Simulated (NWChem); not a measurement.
System: C₂H₈OSi; SMILES O[SiH2]CC

The following NWChem deck was run.

```
start job
memory heap 200 mb stack 900 mb global 1100 mb
geometry units angstroms noautosym nocenter noautoz
  Si     0.493011    -0.750767     0.117911
  O     -0.937809    -1.504028    -0.308330
  C      0.530786     1.051816    -0.412567
  C     -0.577092     1.911326     0.191393
  H      1.573632    -1.511006    -0.572004
  H      0.692040    -0.826233     1.604822
  H     -1.706374    -1.312276     0.235225
  H      0.481876     1.076672    -1.515422
  H      1.525585     1.453720    -0.147166
  H     -0.521281     1.933000     1.292120
  H     -0.528298     2.954756    -0.157701
  H     -1.573828     1.526507    -0.079215
end
basis spherical
  * library def2-svp
end
dft
  xc pbe0
  iterations 150
end
cosmo
  do_cosmo_smd true
  solvent toluene
end
task dft energy
```

Coordinates come from a PBE0/def2-SVP optimisation. Solvent: toluene.

Level: PBE0/def2-SVP with SMD (1 M gas to 1 M solution), gas-phase geometry. Reactions with the solvent are ignored.

Task: Predict the main results of this run. (PBE0/def2-SVP, SMD on the gas-phase geometry.) Quantities: solvation free energy (kcal/mol); cavity-dispersion-structure term (kcal/mol); dipole in solution (D).

Result: 
```yaml
solvation free energy (kcal/mol): -3.3
cavity-dispersion-structure term (kcal/mol): -1.6
dipole in solution (D): 1.83
```
